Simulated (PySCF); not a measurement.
A structure optimised at PBE0-D3(BJ)/def2-SVP, used in a PySCF frequency run:

```xyz
6

F      1.9580    -0.0705     0.0000
C      0.6444    -0.1221     0.0000
Br    -0.0532    -1.8450     0.0000
C     -0.0933     1.0011     0.0000
Cl     0.6805     2.5318     0.0000
Cl    -1.8021     0.9939     0.0000
```
Charge 0, spin multiplicity 1.

Problem. Write its SMILES, formula and point group.

Solution. FC(Br)=C(Cl)Cl, C2BrCl2F, Cs

Problem. What are its rotational constants (standard atomic weights)?

Solution. 2.4100, 0.92617, 0.66905 GHz
